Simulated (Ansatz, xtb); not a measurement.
**Two isomers of C2H5BrSi**

Structure X is `C=[Si](C)Br`, a singlet and structure Y is `C=C[SiH2]Br`, a singlet. Both are isolated molecules in the gas phase, relaxed with PBE-D3(BJ)/def2-SVP; the shapes shown needn't be the lowest conformers.

X (Å):

```xyz
9

C    -1.0871    2.3993   -1.2945
C     0.3816    1.3035    1.3439
Br   -1.5281   -0.8985   -0.4057
Si   -0.7082    1.1613   -0.1716
H    -1.7393    2.2362   -2.1644
H    -0.6710    3.4105   -1.1602
H    -0.1905    1.0624    2.2620
H     0.7683    2.3392    1.4190
H     1.2362    0.6008    1.2795
```

Y (Å):

```xyz
9

C    -1.2018    2.7902   -0.4016
C    -0.7669    1.9731    0.5793
Br   -0.5049   -1.3953    0.7357
Si    0.4487    0.5900    0.2653
H    -1.9129    3.6120   -0.2077
H    -0.8661    2.6747   -1.4472
H    -1.1418    2.1249    1.6083
H     1.6600    0.6988    1.1468
H     0.8497    0.5950   -1.1819
```

Quicker runs give these differences E(Y) − E(X): GFN2-xTB −0.973 eV; HF/STO-3G −1.320 eV (at GFN2-xTB geometries); r2SCAN-D4/def2-SVP −0.295 eV (at GFN2-xTB geometries).

Task: Estimate E(Y) − E(X) at the level CCSD(T)/def2-SVP + ΔMP2/def2-TZVPP.

Result: Calculated at CCSD(T)/def2-SVP + ΔMP2/def2-TZVPP: E(Y) − E(X) = −0.360 eV, so structure Y lies lower.

The same difference at several levels:

| level | geometry | E(Y) − E(X) (eV) | departure from the last row (eV) | job, with rough time for the two |
| --- | --- | --- | --- | --- |
| GFN2-xTB | GFN2-xTB | −0.973 | −0.613 | optimisation, 0.26 s |
| HF/STO-3G | GFN2-xTB | −1.320 | −0.960 | single point, 0.38 s |
| r2SCAN-D4/def2-SVP | GFN2-xTB | −0.295 | +0.064 | single point, 4 s |
| PBE-D3(BJ)/def2-SVP | PBE-D3(BJ)/def2-SVP | −0.248 | +0.111 | optimisation, 27 s |
| HF/def2-SVP | PBE-D3(BJ)/def2-SVP | −0.784 | −0.424 | part of the CCSD(T) run |
| MP2/def2-SVP | PBE-D3(BJ)/def2-SVP | −0.435 | −0.075 | part of the CCSD(T) run |
| CCSD(T)/def2-SVP | PBE-D3(BJ)/def2-SVP | −0.500 | −0.141 | single point |
| CCSD(T)/def2-SVP + ΔMP2/def2-TZVPP | PBE-D3(BJ)/def2-SVP | −0.360 |  | single point, 31 s |

As drawn, Y has 1 C=C, 2 Si–H in place of 1 C=Si, 2 C–H.

The levels shown agree on the order. The largest departure from CCSD(T)/def2-SVP + ΔMP2/def2-TZVPP is that of HF/STO-3G, 0.960 eV. The last row adds to CCSD(T) the change of the MP2 difference between the two basis sets, here +0.141 eV, a large step that makes the value less sure.

With harmonic frequencies from PBE-D3(BJ)/def2-SVP (ideal gas, rigid rotor, one conformer each, 298.15 K, 1 atm): the zero-point term adds −0.060 eV; ΔH is −0.435 and ΔG −0.414 eV.

The correlated steps freeze 16 core orbitals; the filled d shell of Br is correlated, in a basis made for valence electrons. Mirror images aren't counted in ΔG. Run with Ansatz 0.2.0, xtb 6.7.1; the last row on 2 threads of Arm Neoverse V1 on a shared host.
